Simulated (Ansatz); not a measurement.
Species: H5NSi2, SMILES `N[SiH]=[SiH2]` (charge 0, multiplicity 1).

Give a relaxed geometry from PBE0-D3(BJ)/def2-TZVP (Ansatz, a program for electronic structure).

the end point of this relaxation (outside a Z-matrix the atoms follow the SMILES, hydrogens last).
Cartesian coordinates (Å) in one orientation:
```xyz
8

N      1.556    -0.417     0.302
Si     0.204     0.224    -0.487
Si    -1.813     0.587     0.376
H      2.507    -0.210     0.045
H      1.486    -1.025     1.100
H      0.766     1.041    -1.598
H     -2.083    -0.673     1.146
H     -2.624     0.472    -0.883
```
